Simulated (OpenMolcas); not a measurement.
# GaHClO (SMILES [O][GaH][Cl]): the electronic atomisation energy, rung by rung

The species is GaHClO (4 atoms), meant as a doublet with charge 0. As SMILES, `[O][GaH][Cl]`. The coordinates come from a PBE0-D4/def2-TZVP relaxation.

Each level gives the electronic atomisation energy (eV). The values are calculated. Electronic energies at fixed atoms, without zero-point motion or spin-orbit coupling.

| level | kind | program | value (eV) | CPU time (all runs) |
| --- | --- | --- | --- | --- |
| UHF/def2-SVPD | Hartree–Fock | OpenMolcas | 7.02 | 40 s |
| USVWN5/def2-SVPD | LDA | OpenMolcas | 11.79 | 53 s |
| UBLYP/def2-SVPD | GGA | OpenMolcas | 9.68 | 65 s |
| UPBE/def2-SVPD | GGA | OpenMolcas | 10.15 | 65 s |
| UTPSS/def2-SVPD | meta-GGA | OpenMolcas | 10.17 | 84 s |
| UB3LYP/def2-SVPD | global hybrid | OpenMolcas | 9.68 | 71 s |
| UBHLYP/def2-SVPD | global hybrid | OpenMolcas | 9.39 | 84 s |
| UPBE0/def2-SVPD | global hybrid | OpenMolcas | 9.89 | 67 s |

All-electron rows without a relativistic Hamiltonian named are non-relativistic. The values span 7.02 to 11.79 eV. Times are those of the runs behind each value, whatever else they computed, on shared processors of several kinds: orders of magnitude only.
